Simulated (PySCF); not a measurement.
C3H6BNO, SMILES B1(NCC1=C)O. Coordinates come from a PBE-D3(BJ)/def2-SVP optimisation. The structure was generated by enumeration, and PubChem lists no compound with its InChIKey, so it may never have been made. Other conformers were not sampled.

Computed equilibrium geometry at PBE-D3(BJ)/def2-SVP (PySCF confirms it by a frequency run) as Cartesian coordinates in Å, and its point group (one conformer of several):
point group Cs.
```xyz
12

C      1.1297     1.8259     0.0000
C      0.2683     0.7972     0.0000
C     -1.2698     0.7652     0.0000
N     -1.2405    -0.7118     0.0000
B      0.1888    -0.7828     0.0000
O      1.1019    -1.7996     0.0000
H      2.2184     1.6527     0.0000
H      0.7939     2.8782     0.0000
H     -1.7417     1.2144     0.9052
H     -1.7417     1.2144    -0.9052
H     -2.0610    -1.3164     0.0000
H      0.6872    -2.6800     0.0000
```
